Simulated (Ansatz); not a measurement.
Cost and result for the atomization energy of C2H6ClIn, SMILES `C[CH2][InH][Cl]` (10 atoms, 9 bonds).

```tsv
atom	x (Å)	y (Å)	z (Å)
C1	0.757	-1.044	-0.335
C2	0.584	0.467	-0.348
In3	-1.229	1.143	0.585
Cl4	-2.487	-0.691	1.379
H5	1.692	-1.335	-0.823
H6	0.776	-1.442	0.681
H7	-0.059	-1.551	-0.854
H8	1.409	0.970	0.165
H9	0.577	0.861	-1.369
H10	-2.020	2.623	0.918
```

The species carries charge 0 and has multiplicity 1. Correlated methods include outer-core shells of In, which these sets cover unevenly. In takes the def2 core potential. Geometry: relaxed with PBE0-D4/def2-TZVP. It is one conformer, not always the lowest. Program: Ansatz. All runs use 4 threads of an Intel Xeon 6975P-C on a shared host. Times are those of one run each, without the atoms' runs, and a repeat can differ threefold. Electronic energies, without spin–orbit coupling; frozen cores. CCSD(T)/CBS adds CCSD(T) − MP2 in def2-TZVPP to the MP2 limit, and its time is that of the two runs behind it. T1 = 0.012. With those shells the extrapolation isn't a true limit. B3LYP takes the VWN-RPA correlation (the form of Gaussian; ORCA's B3LYP/G). HSE06 is the plane-wave form, built on full-range PBE exchange.

CCSD(T)/CBS is a level of theory with its own doubt, some kJ/mol a heavy atom from the limit and from the frozen cores, so smaller differences don't rank the functionals.

| level | functions | wall time |
| --- | --- | --- |
| BLYP-D4/def2-TZVPP | 238 | 1.2 s |
| PBE-D4/def2-TZVPP (with forces) | 238 | 1.4 s |
| HSE06-D4/def2-TZVPP | 238 | 1.9 s |
| r2SCAN-D4/def2-TZVPP (with forces) | 238 | 2.2 s |
| r2SCANh-D4/def2-TZVPP | 238 | 2.5 s |
| B3LYP-D4/def2-TZVPP (with forces) | 238 | 2.6 s |
| CCSD(T)/def2-SVP | 102 | 2.9 s |
| PBE-QIDH/def2-TZVPP | 238 | 3.1 s |
| B97M-V/def2-TZVPP | 238 | 4.2 s |
| ωB97M-V/def2-TZVPP (with forces) | 238 | 5.5 s |
| MP2/def2-QZVPP | 446 | 11 s |
| CCSD(T)/def2-TZVPP | 238 | 36 s |
| CCSD(T)/CBS(def2) | – | 47 s |

(1) What atomization energy does each give, and how far from CCSD(T)/CBS? (Best estimate.)

## Answers

(1) The calculation gave: 
```
                             level  atomization (kcal/mol)  difference from CCSD(T)/CBS  per bond
                BLYP-D4/def2-TZVPP                   781.7                        -14.4      -1.6
   PBE-D4/def2-TZVPP (with forces)                   801.1                          5.0       0.6
               HSE06-D4/def2-TZVPP                   795.2                         -0.9      -0.1
r2SCAN-D4/def2-TZVPP (with forces)                   795.8                         -0.3       0.0
             r2SCANh-D4/def2-TZVPP                   792.9                         -3.2      -0.4
 B3LYP-D4/def2-TZVPP (with forces)                   788.7                         -7.4      -0.8
                  CCSD(T)/def2-SVP                   755.1                        -41.0      -4.6
               PBE-QIDH/def2-TZVPP                   791.9                         -4.2      -0.5
                 B97M-V/def2-TZVPP                   798.1                          2.0       0.2
  ωB97M-V/def2-TZVPP (with forces)                   796.1                          0.0       0.0
                    MP2/def2-QZVPP                   793.2                         -2.9      -0.3
                CCSD(T)/def2-TZVPP                   777.7                        -18.4      -2.0
                 CCSD(T)/CBS(def2)                   796.1                          0.0       0.0
```

From PBE to PBE0 (25 % exact exchange), in def2-TZVPP and without D4, the atomization energy moves by −5.6 kcal/mol: exact exchange takes away binding that semilocal exchange gives to molecules. The D4 term adds +7.6 kcal/mol with B3LYP and +4.0 kcal/mol with PBE0; it sums over pairs of atoms, weighted by their polarisabilities, and B3LYP, whose exchange is more repulsive, gets the larger term. In def2-TZVPP, CCSD(T) changes the Hartree–Fock value by +181.0 kcal/mol (the triples alone add +10.1 kcal/mol) and MP2 by +185.6 kcal/mol; breaking electron pairs costs correlation energy, which Hartree–Fock lacks.

Spin–orbit coupling would lower the free In atoms strongly, and the atomization energy with them, by more than many differences here.
